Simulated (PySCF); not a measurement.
Basis and Hamiltonian dependence of the excitation energy of Au

Au [Xe] 4f14 5d10 6s1 (2S) → Au [Xe] 4f14 5d9 6s1 7s1 (4D). Calculated with PySCF 2.14 from differences of total energies of unrestricted determinants, without spin-orbit coupling. Values in eV.

```json
{"basis": "aug-cc-pVDZ-PP with ECP60MDF", "Hamiltonian": "ECP", "functions": "54", "UHF": "7.441", "r2SCAN": "8.936", "PBE0": "8.837", "MP2 (valence)": "9.154", "CCSD(T) (valence)": "8.915"}
{"basis": "ANO-RCC-VTZP", "Hamiltonian": "spin-free X2C", "functions": "84", "UHF": "8.093", "r2SCAN": "9.353", "PBE0": "9.304", "MP2 (valence)": "9.784", "CCSD(T) (valence)": "9.581"}
{"basis": "aug-cc-pVTZ-PP with ECP60MDF", "Hamiltonian": "ECP", "functions": "88", "UHF": "7.289", "r2SCAN": "8.787", "PBE0": "8.702", "MP2 (valence)": "9.184", "CCSD(T) (valence)": "8.936"}
{"basis": "def2-QZVPPD with the def2 core potential (60 electrons)", "Hamiltonian": "ECP", "functions": "88", "UHF": "8.093", "r2SCAN": "9.342", "PBE0": "9.291", "MP2 (valence)": "9.870", "CCSD(T) (valence)": "9.628"}
{"basis": "x2c-TZVPPall with one added diffuse shell each of s, p, d, f type", "Hamiltonian": "spin-free X2C", "functions": "113", "UHF": "7.298", "r2SCAN": "n/a", "PBE0": "n/a", "MP2 (valence)": "9.146", "CCSD(T) (valence)": "8.906"}
{"basis": "aug-cc-pwCVTZ-PP with ECP60MDF", "Hamiltonian": "ECP", "functions": "122", "UHF": "7.271", "r2SCAN": "8.775", "PBE0": "8.692", "MP2 (valence)": "9.176", "CCSD(T) (valence)": "n/a"}
```

Task: Estimate the row for aug-cc-pVTZ-PP with one added diffuse shell each of s, p, d, f, g type with ECP60MDF (ECP, 113 functions).

Result: From the rows with the same Hamiltonian and similar size; the calculation gives UHF 7.26; r2SCAN 8.79; PBE0 8.70; MP2 (valence) 9.18 (eV).

Frozen in the all-electron rows: valence: [Xe] 4f14; with a core potential, the same shells as far as they lie outside it.

At UHF, ANO-RCC-VTZP, def2-QZVPPD with the def2 core potential (60 electrons) lie more than 0.3 eV from the median of the rows with comparable relativity. Of these, ANO-RCC-VTZP, def2-QZVPPD with the def2 core potential (60 electrons) have no diffuse functions of the l that the added or promoted electron needs.
